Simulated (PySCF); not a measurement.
**Working with the constants of SiSe⁻**

UHF constants of SiSe⁻, ²Π (doublet), unpaired electrons π ↑ (basis Si def2-TZVPPD, Se def2-TZVPPD; no relativity; PySCF 2.14; masses 27.9769 and 79.9165 u):

| Quantity | Value |
| --- | --- |
| ωe | 490.9 cm⁻¹ |
| ωexe | 1.43 cm⁻¹ |
| Be | 0.17236 cm⁻¹ |
| αe | 0.000734 cm⁻¹ |
| D (centrifugal) | 8.5e-08 cm⁻¹ |

(1) Give the vibrational terms G(v) and spacings up to v = 6.

Spin–orbit coupling is left out. Hartree–Fock leaves out correlation, which carries a large part of most bond energies and some tenths to 1 eV of ionisation energies. The state is the lowest determinant that a PBE0 search found; another state may lie lower at other levels.

Answers

(1) G(v) = ωe(v+½) − ωexe(v+½)².

| v | G(v) (cm⁻¹) | G(v) − G(v−1) | Bv (cm⁻¹) |
| --- | --- | --- | --- |
| 0 | 245.1 |  | 0.1720 |
| 1 | 733.1 | 488.0 | 0.1713 |
| 2 | 1218.3 | 485.2 | 0.1705 |
| 3 | 1700.6 | 482.3 | 0.1698 |
| 4 | 2180.1 | 479.5 | 0.1691 |
| 5 | 2656.7 | 476.6 | 0.1683 |
| 6 | 3130.4 | 473.7 | 0.1676 |
